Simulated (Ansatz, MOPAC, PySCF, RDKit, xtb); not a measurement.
Noncovalent pair: NH3 (SMILES N) (first 4 atoms) with C3H8 (SMILES CCC); geometry from B3LYP-D3(BJ)/def2-TZVP, rigid monomers moved along the line of their centres of mass till H2···H11 is 3.25 Å.
(charge 0, multiplicity 1):
```xyz
15

N      0.2960     0.1290     0.4838
H      0.1338     0.8239     1.2036
H      0.9649     0.5202    -0.1696
H     -0.5775     0.0029    -0.0148
C      1.1830    -0.0019     5.0328
C     -0.2999     0.3602     5.0643
C     -1.2000    -0.8205     4.7086
H      1.8117     0.8562     5.2797
H      1.4040    -0.7936     5.7531
H      1.4718    -0.3642     4.0441
H     -0.4900     1.1866     4.3706
H     -0.5652     0.7400     6.0556
H     -2.2555    -0.5407     4.7248
H     -0.9618    -1.2015     3.7134
H     -1.0628    -1.6403     5.4183
```

| level | interaction energy (kcal/mol) |
|---|---|
| UFF | -0.58 |
| GFN-FF | -0.44 |
| AM1 | 0.05 |
| GFN1-xTB | -0.44 |
| HF/STO-3G (no counterpoise) | -0.10 |
| HF/6-31G* | -0.12 |
| HF/6-31G* (no counterpoise) | -0.34 |
| HF/aug-cc-pVDZ | -0.09 |
| PBE/def2-TZVPPD | -0.37 |
| PBE-D4/def2-TZVPPD | -0.73 |
| r2SCAN-D3(BJ)/def2-TZVPPD | -0.60 |
| B3LYP/3-21G (no counterpoise) | -0.43 |
| B3LYP/6-311+G** (no counterpoise) | -0.08 |
| B3LYP/def2-TZVPPD | 0.01 |
| PBE0/def2-TZVPPD | -0.31 |
| wB97X-V/def2-TZVPPD | -0.63 |
| MP2/6-31G* | -0.34 |
| MP2/aug-cc-pVDZ | -0.56 |
| SCS-MP2/aug-cc-pVDZ | -0.44 |
| CCSD(T)/aug-cc-pVDZ | -0.57 |

The rows run from -0.73 (PBE-D4/def2-TZVPPD) to 0.05 kcal/mol (AM1). In aug-cc-pVDZ the value moves HF -0.09, MP2 -0.56, CCSD(T) -0.57, a shift of -0.48 from HF to CCSD(T). The dispersion term adds -0.36 in PBE-D4. The 4 functionals in def2-TZVPPD without D3 or D4 span 0.63, from wB97X-V to B3LYP.

Counterpoise-corrected where a basis set is named; no monomer relaxation. Rows marked so take none. RDKit's UFF carries no charges.

Correlated levels freeze the cores. Rows in 3-21G, 6-311+G**, 6-31G*, STO-3G carry no dispersion term and start afresh at each structure (6-31G* with six Cartesian d functions). MP2/6-31G* freezes PySCF's default core. The state that AM1 reach isn't checked.

Codes used: Ansatz (Gaussian orbitals); MOPAC for AM1 (differences of heats of formation); PySCF for 3-21G rows, 6-311+G** rows, 6-31G* rows, STO-3G rows, the dispersion terms; RDKit for the force fields; xtb for the GFN methods. Each number belongs to the level named beside it.

Ansatz is a program for electronic structure.
